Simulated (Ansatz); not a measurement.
Isolated molecules relaxed with PBE0-D4/def2-TZVP in Ansatz; ΔE leaves out vibrations. CCSD(T)/CBS adds triple-zeta CCSD(T) − MP2 to the extrapolated MP2 energy (def2 sets, frozen cores). This one scheme is used for every species. Double bonds are as drawn, so ΔE can hold a change between cis and trans. Functionals use def2-TZVPP. B3LYP here is the variant with VWN-RPA as its local correlation; programs differ in this. Each species was taken in one conformer, which may not be the lowest.

Reaction (redistribution): `O[SiH2][SiH]1CO1` + `[SiH3]/C=C/[SiH3]` → `[SiH3][SiH]1CO1` + `O[SiH2]/C=C/[SiH3]`

Is it downhill or uphill in electronic energy at CCSD(T)/CBS, and by how much? (An estimate is asked.)

Ansatz gave: Downhill: ΔE = -0.12 eV.

What do these levels give: r2SCAN-D4, B3LYP-D4, ωB97M-V, B2PLYP, r2SCAN, B3LYP, HF/def2-TZVPP, MP2/def2-TZVPP, CCSD/def2-TZVPP, CCSD(T)/def2-TZVPP, SCS-MP2/def2-QZVPP, CCSD/CBS(def2)? (Best estimate.)

Ansatz gave: r2SCAN-D4 -0.11, B3LYP-D4 -0.10, ωB97M-V -0.10, B2PLYP -0.12, r2SCAN -0.11, B3LYP -0.12, HF/def2-TZVPP -0.16, MP2/def2-TZVPP -0.11, CCSD/def2-TZVPP -0.13, CCSD(T)/def2-TZVPP -0.12, SCS-MP2/def2-QZVPP -0.11, CCSD/CBS(def2) -0.13 eV.

Largest T1 diagnostic among the species: 0.015.

In def2-TZVPP, CCSD(T) changes the Hartree–Fock value by +0.04 eV (the triples alone add +0.01 eV) and MP2 by +0.05 eV.
